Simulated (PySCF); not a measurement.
**Distorted geometries of [Er(SH)2]+**

[Er(SH)2]+ (singlet in the valence; each metal's 4f electrons, 11 of them, lie in its core potential, out of spins and levels). PySCF 2.14.0, RKS PBE0, Er lcecp-1-SVP with ECP57, S def2-SVP, H def2-SVP; non-relativistic Hamiltonian with scalar-relativistic core potentials where named; density fitting; no spin-orbit coupling. Relaxed geometry:

```xyz
5

Er   -1.4914    0.0000    0.0000
S    -0.1164    0.3772    2.0020
H     1.1047    0.2686    1.4228
S    -0.1164   -0.3772   -2.0020
H     1.1047   -0.2686   -1.4228
```

Q: Order these distorted geometries by energy above the relaxed one, lowest first.
A.
```xyz
5

Er   -1.5984   -0.1115   -0.1351
S    -0.2969    0.2304    2.0248
H     1.1735    0.4002    1.5447
S    -0.0217   -0.2725   -1.9292
H     1.2286   -0.2466   -1.5054
```
B.
```xyz
5

Er   -1.5658   -0.0341   -0.0817
S    -0.0686    0.4541    1.8556
H     1.1331    0.1847    1.5746
S    -0.1132   -0.3146   -1.9782
H     1.0997   -0.2902   -1.3703
```
C.
```xyz
5

Er   -1.5107   -0.0484    0.0204
S    -0.2924    0.4124    2.0504
H     1.1547    0.2178    1.3858
S    -0.0245   -0.4731   -2.0490
H     1.1580   -0.1087   -1.4076
```

A: B (0.20 eV), A (0.52 eV), C (0.65 eV).

Q: Which forces (eV/Å) act in the one that lies 0.20 eV up?

A: 
```
Er   0.30  0.21  0.91
S   -3.32  0.56  0.49
H    2.78 -0.66 -0.83
S    0.32 -0.14 -0.62
H   -0.08  0.02  0.04
```
Forces carry noise of the integration grid, about 0.01 to 0.03 eV/Å.

An lcecp potential fixes the number of 4f electrons, so in runs with it no electron can move into or out of that shell.
